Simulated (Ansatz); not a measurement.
Basis-set extrapolation for CH$_{4}$AlNO$_{2}$ (PBE0-D4/def2-TZVP geometry, frozen core, Ansatz). Multiplicity 1, RHF reference.

```json
{"": "HF", "def2-TZVPP": "-486.463607", "def2-QZVPP": "-486.482627"}
{"": "MP2 correlation", "def2-TZVPP": "-0.908603", "def2-QZVPP": "-0.978053"}
{"": "CCSD(T) correlation", "def2-TZVPP": "-0.967853", "def2-QZVPP": "not run"}
```

Energies in hartree. Use E(X) = E(∞) + A·exp(−7.88·√X) for Hartree–Fock and E(X) = E(∞) + B·X^(−2.97) for correlation, with X = 3 and 4, and add CCSD(T) minus MP2 of the smaller set to the MP2 limit.

Problem. What is the CCSD(T) energy at the basis-set limit?

Solution. HF limit: -486.482627 + (-0.019020) × 0.13774 = -486.48525. MP2 limit: -0.978053 + (-0.069450) × 0.74074 = -1.02950. Higher-order term: -0.967853 − (-0.908603) = -0.05925. Total: -487.57400 hartree, 89.4 kcal/mol below CCSD(T)/def2-TZVPP.
